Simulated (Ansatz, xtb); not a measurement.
Molecule: MgCl (charge 0, doublet). SMILES: [Mg][Cl]
Coordinates optimised at B3LYP-D3(BJ)/def2-TZVP (Ansatz, an electronic-structure program):
```
Mg
Cl 1 2.2211
```
Charge 0, spin multiplicity 2.

Harmonic wavenumbers from GFN2-xTB (xtb, at its own minimum), cm⁻¹: 384.

### Question
Give the harmonic wavenumbers at B3LYP-D3(BJ)/def2-TZVP (Ansatz, finite differences of forces, unscaled).

### Answer
444 cm⁻¹. Zero-point energy 0.6 kcal/mol.

### Question
From these and the geometry, give the ideal-gas thermochemistry at 298.15 K and 1 atm (rigid rotor, harmonic oscillator).

### Answer
Point group C∞v, rotational symmetry number 1. Rotational constants 7.104, 7.104 GHz. S(trans) 38.18, S(rot) 15.45, S(vib) 0.81, S(elec, spin only) 1.38, S 55.8 cal/(mol K). H(298) - H(0) 2.24 kcal/mol; G - E(el) -13.8 kcal/mol.
